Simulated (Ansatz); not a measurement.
Consider the formal exchange of groups at the Al–C bond: `C#[C][Al]([F])[Cl]` + `O=C(O)[CH2][GeH3]` → `[F][Al]([Cl])[GeH3]` + `C#CCC(=O)O`.

Program: Ansatz. Geometries: PBE0-D4/def2-TZVP. ΔE: electronic, gas phase. CCSD(T)/CBS is the MP2 limit (def2-TZVPP, def2-QZVPP) plus CCSD(T) − MP2 in def2-TZVPP, frozen cores. For Ge outer-core shells are correlated without core-valence functions, which leaves a few kJ/mol of doubt a bond. Scalar relativity is left out up to krypton. One conformer a species, not always the lowest.

```csv
level,ΔE (kJ/mol)
SCS-MP2/def2-TZVPP,59.1
HF/def2-QZVPP,53.3
```

Q: What does CCSD(T)/CBS give? (Best estimate.)

A: Computed: +51.9 kJ/mol. The listed levels differ from it by 7.2, 1.4 kJ/mol.

Largest T1 diagnostic among the species: 0.014.

From PBE to PBE0 (25 % exact exchange), in def2-TZVPP and without D4, ΔE moves by +4.1 kJ/mol.
